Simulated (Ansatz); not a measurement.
Kohn–Sham single points on `C=[CH][AlH][SiH2]Cl`.

```yaml
crystal:
  periodic: [false, false, false]
  atoms:
    - {symbol: C, position_ang: [-1.279929, 1.480873, -0.632365]}
    - {symbol: C, position_ang: [-0.789682, 0.560410, -1.469863]}
    - {symbol: Al, position_ang: [0.418284, -0.827258, -0.870920]}
    - {symbol: Si, position_ang: [1.130828, -1.005118, 1.483523]}
    - {symbol: Cl, position_ang: [0.315975, 0.460533, 2.716606]}
    - {symbol: H, position_ang: [-1.025923, 1.494117, 0.424311]}
    - {symbol: H, position_ang: [-1.959076, 2.266235, -0.960268]}
    - {symbol: H, position_ang: [-1.103174, 0.629919, -2.512203]}
    - {symbol: H, position_ang: [1.001022, -1.911287, -1.878667]}
    - {symbol: H, position_ang: [2.609619, -0.893241, 1.632309]}
    - {symbol: H, position_ang: [0.747256, -2.312284, 2.088237]}
basis:
  gaussian: {orbitals: def2-TZVPP}
hamiltonian: {xc: {name: B3LYP}, dispersion: d4}
output: {forces: true, orbitals: {seedname: orbitals}}
```

```sh
$ ansatz run in.yaml --threads 4 --pin off --events-out ev --progress --plain --max-ram 10444MiB
```

Shortened log:

```
Functional definition: B3LYP
1611 factors; their error is unknown
mean field evaluation 1: about -29165.0101 eV, gradient 5.6e1 eV
mean field evaluation 2: about -29150.3711 eV, gradient 8.5e1 eV
mean field evaluation 4: about -29172.6677 eV, gradient 6.5e0 eV
mean field evaluation 8: about -29172.7769 eV, gradient 2.3e-1 eV
mean field evaluation 16: about -29172.8127 eV, gradient 6.0e-4 eV
mean field -29172.81267918 eV, -1072.0810919171 hartree, gradient 2.8e-5 eV, S^2 0.000000; 0 other end points of the search recorded, 0 dependent functions left out
reference -29172.81300453 eV, -1072.0811038737 hartree; 31, 31 occupied and 241, 241 virtual orbitals, 1611 factors
Total energy: -29173.24974406 eV, -1072.0971537551 hartree
Atom 0 at    -1.279929     1.480873    -0.632365 Å, force    -0.067263     0.120572     0.105060 eV/Å
Atom 1 at    -0.789682     0.560410    -1.469863 Å, force     0.020111    -0.055993    -0.095412 eV/Å
Atom 2 at     0.418284    -0.827258    -0.870920 Å, force     0.054696    -0.096947    -0.078658 eV/Å
Atom 3 at     1.130828    -1.005118     1.483523 Å, force     0.146035    -0.216441    -0.079581 eV/Å
Atom 4 at     0.315975     0.460533     2.716606 Å, force    -0.094333     0.166178     0.132324 eV/Å
Atom 5 at    -1.025923     1.494117     0.424311 Å, force    -0.035713     0.018165    -0.089055 eV/Å
Atom 6 at    -1.959076     2.266235    -0.960268 Å, force     0.045603    -0.048263     0.034944 eV/Å
Atom 7 at    -1.103174     0.629919    -2.512203 Å, force     0.019414    -0.005670     0.059273 eV/Å
Atom 8 at     1.001022    -1.911287    -1.878667 Å, force    -0.038952     0.067526     0.054561 eV/Å
Atom 9 at     2.609619    -0.893241     1.632309 Å, force    -0.078296    -0.015269    -0.008674 eV/Å
Atom 10 at     0.747256    -2.312284     2.088237 Å, force     0.028697     0.066142    -0.034782 eV/Å
Dipole moment:    -0.075306    -0.005186    -0.322627 e Å
```

Run time 6.5 s (4 threads of an Arm Neoverse V1 on a shared host); peak host memory 0.87 GiB.

With the line `hamiltonian: {xc: {name: wB97X-V}}` and no forces (abridged; 10 s):

```
Functional definition: wB97X-V
mean field evaluation 16: about -29166.2062 eV, gradient 3.3e-5 eV
mean field -29166.20620622 eV, -1071.8383085141 hartree, gradient 7.9e-6 eV, S^2 0.000000
Total energy: -29166.20620376 eV, -1071.8383084235 hartree
```

B3LYP takes the VWN-RPA correlation (the form of Gaussian; ORCA's B3LYP/G).
